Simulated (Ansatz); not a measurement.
The same ligand exchange along the group Si, Ge, Sn.

Program: Ansatz. Geometries: PBE0-D4/def2-TZVP. ΔE: electronic, gas phase. CCSD(T)/CBS is the MP2 limit (def2-TZVPP, def2-QZVPP) plus CCSD(T) − MP2 in def2-TZVPP, frozen cores. This one scheme is used for every species. Functionals use def2-TZVPP. Elements past krypton have def2 core potentials. For Br, Ge, Sn outer-core shells are correlated without core-valence functions, which leaves a few kJ/mol of doubt a bond. Scalar relativity is left out up to krypton. One conformer a species, not always the lowest.

```csv
reaction,RPA@PBE/def2-TZVPP (kJ/mol)
`N[Si]O` + HBr → `O[Si]Br` + NH₃,-36
`[NH2][Ge][OH]` + HBr → `[OH][Ge][Br]` + NH₃,-72
`[NH2][Sn][OH]` + HBr → `[OH][Sn][Br]` + NH₃,-97
```

Question: Give the CCSD(T)/CBS values in the same order. (Estimate.)

Answer: Computed: -42, -80, -110 kJ/mol.

Largest T1 diagnostic: 0.017, for `[NH2][Sn][OH]`.
